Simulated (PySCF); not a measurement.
## Te⁺ (tellurium, charge +1) across methods

[Kr] 4d10 5s1 5p4, high-spin 4P determinant (an excited configuration). Computed with PySCF 2.14 in aug-cc-pVDZ-PP with ECP28MDF, with scalar relativity through the core potential.

| method | E (hartree) | mean ε 5s α (eV) | mean ε 5p α (eV) | mean ε 5p β (eV) | Σ⟨r²⟩ (bohr²) | ⟨S²⟩ |
| --- | --- | --- | --- | --- | --- | --- |
| UHF | -266.37123 | -33.019 | -19.677 | -14.802 | 49.71 | 3.764 |
| PBE0 | -267.3090 | -27.422 | -16.475 | -13.801 | 48.82 | 3.753 |
| TPSS | -267.1949 | -25.448 | -15.281 | -13.010 | 48.80 | 3.752 |
| r2SCAN | -267.4068 | -26.234 | -15.686 | -13.074 | 48.72 | 3.756 |
| r2SCAN0 | -267.3832 | -28.119 | -16.836 | -13.806 | 48.80 | 3.757 |
| PBE | -267.2845 | -25.284 | -15.178 | -13.045 | 48.79 | 3.752 |
| r2SCANh | -267.3973 | -26.989 | -16.146 | -13.368 | 48.75 | 3.756 |
| M06 | -267.3487 | -26.822 | -16.158 | -13.854 | 48.92 | 3.752 |
| LDA | -266.8792 | -25.478 | -15.258 | -13.237 | 48.78 | 3.751 |

Energies and moments cover only the electrons outside the core potential.
